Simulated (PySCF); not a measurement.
The PySCF input:
```python
from pyscf import gto, scf, dft

mol = gto.M(
    atom='''
C    -1.77504489   -0.15419211    0.95810353
C    -0.76840575   -0.13730342   -0.19880335
C    -1.15823124   -1.21383039   -1.21017274
O    -0.86942477    1.14841393   -0.81692468
B     0.21679455    1.88224231   -0.47765229
O     1.13781395    1.18178064    0.22559658
C     0.73092190   -0.18813684    0.28138958
C     0.93589637   -0.71651378    1.70003172
C     1.64641146   -0.96262237   -0.67469209
H    -2.76727097    0.03377745    0.55440757
H    -1.54858855    0.63559343    1.66969349
H    -1.77551462   -1.11521817    1.46352174
H    -2.20548957   -1.08539787   -1.47234630
H    -0.57277491   -1.13035295   -2.12003870
H    -1.02218357   -2.20221407   -0.77984665
H     0.34570089    3.00142624   -0.76166501
H     0.43205319   -0.09141387    2.43008365
H     1.99904572   -0.70697816    1.92719343
H     0.56858196   -1.73602217    1.77924377
H     1.55575249   -0.57339505   -1.68547743
H     2.67628670   -0.82371634   -0.35394660
H     1.41402789   -2.02326310   -0.66707659
''',
    basis='sto-3g',
    verbose=4,
)

mf = dft.RKS(mol)
mf.xc = 'wb97x'
mf.kernel()
```

**Question.** Estimate the HOMO-LUMO gap that WB97X/STO-3G in PySCF returns for this input.

**Answer.** 14.56 eV

**Question.** What Mulliken (on the basis functions themselves) charges in atom order does WB97X/STO-3G give?

**Answer.** C1 -0.23, C2 0.12, C3 -0.23, O4 -0.26, B5 0.27, O6 -0.26, C7 0.12, C8 -0.23, C9 -0.23, H10 0.09, H11 0.08, H12 0.08, H13 0.09, H14 0.08, H15 0.08, H16 -0.05, H17 0.08, H18 0.09, H19 0.08, H20 0.08, H21 0.09, H22 0.08

**Question.** Predict the number of basis functions from WB97X/STO-3G.

**Answer.** 58

**Question.** Predict the HOMO energy from WB97X/STO-3G.

**Answer.** -7.06 eV

**Question.** Roughly what does it cost on one core?

**Answer.** around 26 core-seconds (rough).
